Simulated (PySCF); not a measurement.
## Spin-rotation constants: `InChI=1S/C4H10BN/c1-4-6(3)5-2/h4-5H,1H2,2-3H3`

Molfile (atoms numbered from 1):
```
C4H10BN
     RDKit          3D

 16 15  0  0  0  0  0  0  0  0999 V2000
    1.8354    0.6415   -1.1328 C   0  0  0  0  0  0  0  0  0  0  0  0
    0.5793    0.5316   -0.6790 C   0  0  0  0  0  0  0  0  0  0  0  0
    0.0911   -0.4276    0.2056 N   0  0  0  0  0  0  0  0  0  0  0  0
    1.0453   -1.4044    0.6851 C   0  0  0  0  0  0  0  0  0  0  0  0
   -1.2647   -0.4555    0.6179 B   0  0  0  0  0  0  0  0  0  0  0  0
   -2.3358    0.5866    0.1194 C   0  0  0  0  0  0  0  0  0  0  0  0
    2.6394   -0.0383   -0.8460 H   0  0  0  0  0  0  0  0  0  0  0  0
    2.0836    1.4468   -1.8254 H   0  0  0  0  0  0  0  0  0  0  0  0
   -0.1762    1.2481   -1.0091 H   0  0  0  0  0  0  0  0  0  0  0  0
    1.4712   -1.9856   -0.1502 H   0  0  0  0  0  0  0  0  0  0  0  0
    1.8807   -0.9145    1.2134 H   0  0  0  0  0  0  0  0  0  0  0  0
    0.5437   -2.0917    1.3753 H   0  0  0  0  0  0  0  0  0  0  0  0
   -1.5573   -1.3419    1.3923 H   0  0  0  0  0  0  0  0  0  0  0  0
   -2.0629    1.6168    0.4079 H   0  0  0  0  0  0  0  0  0  0  0  0
   -3.3327    0.3822    0.5342 H   0  0  0  0  0  0  0  0  0  0  0  0
   -2.4272    0.5868   -0.9806 H   0  0  0  0  0  0  0  0  0  0  0  0
  1  2  2  0
  2  3  1  0
  3  4  1  0
  3  5  1  0
  5  6  1  0
  1  7  1  0
  1  8  1  0
  2  9  1  0
  4 10  1  0
  4 11  1  0
  4 12  1  0
  5 13  1  0
  6 14  1  0
  6 15  1  0
  6 16  1  0
M  END
```

The calculation used GIAO B3LYP/STO-3G magnetisability, rotational g tensor and spin-rotation constants, non-relativistic, gas phase (PySCF 2.14.0). Geometry: PBE0-D3(BJ)/def2-SVP.

(1) Give the nuclear spin-rotation constants along the inertial axes (H = +C I·J) beside the isotropic shieldings.

Results:

(1) Rotational constants 5.5463, 2.5838, 1.8026 GHz. A star marks the isotopologue with that one atom substituted, in its own axes.
```
atom  isotope  Caa (kHz)  Cbb (kHz)  Ccc (kHz)  mean (kHz)  σ (ppm)
  N3      14N      0.290      0.211      0.015       0.172    212.1
  B5      11B      1.734      0.697      0.226       0.886     81.3
  H7       1H     -0.140     -0.025     -0.205      -0.124     28.4
  H8       1H     -0.494      0.142     -0.198      -0.183     28.2
  H9       1H     -0.229      0.060     -0.186      -0.118     26.7
 H10       1H     -0.349     -0.264     -0.033      -0.215     30.2
 H11       1H     -0.339     -0.264     -0.036      -0.213     30.2
 H12       1H     -0.380     -0.013     -0.194      -0.196     30.0
 H13       1H     -0.323      0.110     -0.154      -0.122     28.0
 H14       1H     -0.586     -0.175     -0.066      -0.276     32.2
 H15       1H      0.056     -0.261     -0.192      -0.132     31.7
 H16       1H     -0.580     -0.164     -0.075      -0.273     32.2
  C1     13C*      1.060      0.724      0.089       0.624    143.6
  C2     13C*      1.212      0.852      0.156       0.740    118.9
  C4     13C*      0.542      0.214      0.218       0.325    190.5
  C6     13C*      0.337      0.157      0.066       0.187    224.0
```
For the geometry as given, no vibrational averaging.
